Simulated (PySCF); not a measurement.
Be(Cl)(OH) (BeClHO), SMILES [OH][Be][Cl]. Atoms are numbered in the order given.

```xyz
4

Be     0.0111     0.5853     0.0000
Cl    -0.0083    -1.2321     0.0000
O      0.0859     1.9927     0.0000
H     -0.5895     2.6624     0.0000
```

Geometry optimised at PBE0-D3(BJ)/def2-TZVP. Other conformers were not sampled.

Method: PySCF with PBE0-D3(BJ)/def2-TZVP.

Frequencies are harmonic and unscaled.

Computed vibrational spectrum:
```
mode  ν (cm⁻¹)  IR (km/mol)  moving atoms (share of kinetic energy)
----  --------  -----------  --------------------------------------
1          261         41.0                         Be 67 %, H 23 %
2          289         57.4                         Be 82 %, O 12 %
3          495        206.8                 H 59 %, O 24 %, Be 14 %
4          526         41.2         O 40 %, Cl 39 %, H 12 %, Be 9 %
5         1411        415.6                         Be 77 %, O 19 %
6         4027        156.2                                  H 94 %
```
